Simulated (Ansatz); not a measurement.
## Relative energy of two structures of F2GeHSi2

Structure a: a doublet given by its coordinates. Structure b: a doublet given by its coordinates. Both are isolated molecules in the gas phase, relaxed with PBE0-D3(BJ)/def2-SVP.

a (Å):

```tsv
atom	x (Å)	y (Å)	z (Å)
F	-1.1684	1.8061	-2.8256
F	-2.0207	-0.4639	-2.2025
Ge	0.7863	-0.7032	-4.2643
Si	-1.1386	0.2727	-3.3419
Si	-1.0096	-0.3792	-5.5397
H	2.2192	-1.1499	-3.9313
```

Close contacts (Å): F1–Si4 1.62, F2–Si4 1.62, Ge3–Si4 2.35, Ge3–Si5 2.23, Si4–Si5 2.30, Ge3–H6 1.54.

b (Å):

```xyz
6

F    -1.7808    2.2842   -3.0950
F     1.2731   -1.3748   -2.7758
Ge   -1.9841   -1.3664   -3.8942
Si   -1.4582    0.7610   -3.5422
Si    0.3227   -0.6406   -3.8788
H     1.2890   -0.3036   -4.9664
```

Close contacts (Å): F1–Si4 1.62, F2–Si5 1.63, Ge3–Si4 2.22, Ge3–Si5 2.42, Si4–Si5 2.29, Si5–H6 1.49.

Problem. Which of the two would you expect CCSD(T)/def2-SVP electronic energies to favour?

Solution. Structure a; the calculation gives E(b) − E(a) = +0.149 eV.

The same difference at several levels:

```json
{"level": "PBE0-D3(BJ)/def2-SVP", "geometry": "PBE0-D3(BJ)/def2-SVP", "E(b) − E(a) (eV)": "+0.054", "departure from the last row (eV)": "−0.095", "job, with rough time for the two": "optimisation, 40 s"}
{"level": "HF/def2-SVP", "geometry": "PBE0-D3(BJ)/def2-SVP", "E(b) − E(a) (eV)": "+0.123", "departure from the last row (eV)": "−0.026", "job, with rough time for the two": "part of the CCSD(T) run"}
{"level": "MP2/def2-SVP", "geometry": "PBE0-D3(BJ)/def2-SVP", "E(b) − E(a) (eV)": "+0.126", "departure from the last row (eV)": "−0.023", "job, with rough time for the two": "part of the CCSD(T) run"}
{"level": "CCSD(T)/def2-SVP", "geometry": "PBE0-D3(BJ)/def2-SVP", "E(b) − E(a) (eV)": "+0.149", "departure from the last row (eV)": "", "job, with rough time for the two": "single point, 43 s"}
```

None of the levels shown reverses the order. The largest departure from CCSD(T)/def2-SVP is that of PBE0-D3(BJ)/def2-SVP, 0.095 eV. Levels run at GFN2-xTB geometries aren't shown.

With harmonic frequencies from PBE0-D3(BJ)/def2-SVP (ideal gas, rigid rotor, one conformer each, 298.15 K, 1 atm): on the last row, ΔE + ΔZPE = +0.175, ΔH = +0.175, ΔG = +0.159 eV.

Open shells are spin-unrestricted, with notable spin contamination under HF/def2-SVP, MP2/def2-SVP, CCSD(T)/def2-SVP. The correlated steps freeze 21 core orbitals; the filled d shell of Ge is correlated, in a basis made for valence electrons. Mirror images aren't counted in ΔG. Programs: Ansatz 0.2.0; the last row on 2 threads of Intel(R) Xeon(R) 6975P-C (Granite Rapids) on a shared host.
